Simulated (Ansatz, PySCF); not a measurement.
Molecule: dihydroxy(dimethoxy)silane, C₂H₈O₄Si, net charge 0, singlet state. 
Structure (B3LYP-D3(BJ)/def2-TZVP (Ansatz, a first-principles code) minimum search):
```
Si
O 1 1.6292
C 2 1.4219 1 124.35
H 3 1.0896 2 107.91 1 -175.89
H 3 1.0921 4 109.20 2 -120.75
H 3 1.0934 4 108.84 5 -118.76
O 1 1.6292 2 114.80 3 -69.16
C 7 1.4219 1 124.35 2 -69.16
H 8 1.0896 7 107.91 1 -175.89
H 8 1.0921 9 109.20 7 -120.75
H 8 1.0934 9 108.84 10 -118.76
O 1 1.6353 2 106.67 3 172.44
H 12 0.9600 1 117.40 2 -37.58
O 1 1.6353 2 107.05 3 49.03
H 14 0.9600 1 117.40 2 -160.94
```
Charge 0, spin multiplicity 1.

Total electronic energies in hartree. Cores are frozen in the correlated levels unless marked. No spin-orbit coupling. No relativistic terms. Basis-set limits of correlation are two-point, X^-3; Hartree-Fock from the larger set. [CCSD(T)-MP2]/basis is that difference in the basis named.

```
level                                                                 program  energy (Eh)
-------------------------------------------------------------  --------------  -----------
HF/cc-pV(T+d)Z                                                         Ansatz   -669.15474
HF-D3(BJ)/def2-TZVPD                                            PySCF + dftd3   -669.24745
BLYP-D4/def2-TZVPD                                             Ansatz + dftd4   -671.71363
BLYP/def2-TZVPD                                                        Ansatz   -671.68679
r2SCAN-D3(BJ)/def2-TZVPD                                       Ansatz + dftd3   -671.56990
B3LYP-D3(BJ)/def2-TZVPD                                        Ansatz + dftd3   -671.83186
B3LYP-D4/def2-TZVPD                                            Ansatz + dftd4   -671.83199
PBE0-D4/def2-TZVP                                              Ansatz + dftd4   -671.24997
PBE0/def2-QZVPP                                                        Ansatz   -671.27789
BHLYP-D3(BJ)/def2-TZVPD                                        Ansatz + dftd3   -671.61091
BHLYP/def2-TZVPD                                                       Ansatz   -671.59564
r2SCANh-D4/def2-TZVPD                                          Ansatz + dftd4   -671.54741
M06-2X/def2-TZVPD                                                       PySCF   -671.62582
CAM-B3LYP-D4/def2-TZVPD                                        Ansatz + dftd4   -671.67300
LC-wPBE-D3(BJ)/def2-TZVPD                                      Ansatz + dftd3   -671.48579
B2PLYP/def2-TZVPD                                                      Ansatz   -671.40126
PBE-QIDH/def2-TZVPD                                                    Ansatz   -671.11201
MP2/6-31G*                                                             Ansatz   -669.98780
SCS-MP2/STO-3G                                                         Ansatz   -660.81443
SCS-MP2/aug-cc-pV(D+d)Z                                                Ansatz   -670.19445
CCSD/6-31G                                                             Ansatz   -669.44488
CCSD(T)/aug-cc-pV(D+d)Z                                                Ansatz   -670.30660
RI-MP2/CBS(cc-pV(T+d)Z,cc-pV(Q+d)Z)+[CCSD(T)-MP2]/cc-pV(D+d)Z          Ansatz    -670.8719
```

Totals of different functionals don't rank their quality; only differences between species are comparable.
